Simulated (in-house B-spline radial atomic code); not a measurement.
Configurations of P³⁺, with energies counted from [Ne] 3s2. Computed with a radial B-spline atomic code at the basis-set limit: non-relativistic r2SCAN0, spin-polarised, spherical fractional occupations, exact exchange averaged over the configuration, point nucleus. Shells without spins written out take the highest spin.

Occupations are held fixed; configurations that lie above the ionisation limit could autoionise.

```tsv
configuration	E - E(ref) (eV)	highest orbital	its <r> (bohr)
[Ne] 3s1 4p1	30.838	4p up	3.983
[He] 2s2 2p5 3s2 3p1	137.16	3p up	1.696
[He] 2s2 2p5 3s2 4s1	159.38	4s up	3.458
[He] 2s2 2p5 3s2 4f1	169.71	4f up	4.314
[He] 2s1 2p6 3s2 4s1	210.67	4s up	3.462
[He] 2s1 2p6 3s2 4f1	220.97	4f up	4.312
```

**Question.** Order these further configurations by energy, lowest first.
A. [He] 2s2 2p5 3s2 4p1
B. [He] 2s1 2p6 3s2 4d1
C. [He] 2s2 2p5 3s2 3d1
D. [Ne] 3s1 3p1
E. [Ne] 3s1 4d1

**Answer.** D (7.7838 eV), E (35.377 eV), C (153.07 eV), A (162.88 eV), B (218.8 eV).

**Question.** How far above the reference does [Ne] 3s1 3d1 lie?

**Answer.** 22.495 eV; its least bound orbital is 3d up with <r> = 2.155 bohr.
